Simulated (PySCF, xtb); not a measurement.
CH6ClNOSi2, SMILES O[Si@@]1(Cl)CN[SiH2]1.

GFN2-xTB (xtb) at its own geometry gives an orbital gap of 4.18 eV and a dipole moment of 3.32 D.

Coordinates come from a PBE0-D3(BJ)/def2-SVP optimisation. The structure was generated by enumeration; whether it is a known compound was not checked. One conformer was computed; it need not be the lowest.

Question: What does CAM-B3LYP/def2-TZVP run with PySCF give? (Estimate from the structure and the level; the computed values follow.)

Answer: gap 8.99 eV (levels -8.28 and 0.71 eV), dipole 0.96 D.
